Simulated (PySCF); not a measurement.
Working out the ionisation energy of Br²⁺

Br²⁺ [Ar] 3d10 4s2 4p3 (4S) → Br³⁺ [Ar] 3d10 4s2 4p2 (3P). Calculation: PySCF 2.14, in aug-cc-pwCVTZ-PP with ECP10MDF (8s7p6d4f1g, 96 functions); scalar relativity through the core potential. Frozen: nothing. Energies in hartree (1 hartree = 27.21139 eV):

```csv
part,Br²⁺ (lower),Br³⁺ (upper)
UHF,-414.354770,-413.082317
MP2 opposite-spin,-0.583959,-0.572228
MP2 same-spin,-0.283307,-0.268258
```

Q: What does Hartree-Fock give?

A: (-413.082317) − (-414.354770) = 1.272453 hartree = 34.625 eV.

Q: What do MP2 and SCS-MP2 (6/5 opposite-spin, 1/3 same-spin) give?

A: The opposite-spin parts differ by 0.319 eV and the same-spin parts by 0.410 eV. MP2: 34.625 + (0.319) + (0.410) = 35.354 eV. SCS-MP2: 34.625 + 1.2 × (0.319) + (0.410)/3 = 35.144 eV.

Reference: 34.871 ± 0.019 eV (measured; NIST Atomic Spectra Database, ionization energies), between the lowest levels; spin-orbit coupling is absent from the calculation.

What remains against the reference includes basis incompleteness and correlation beyond second order.
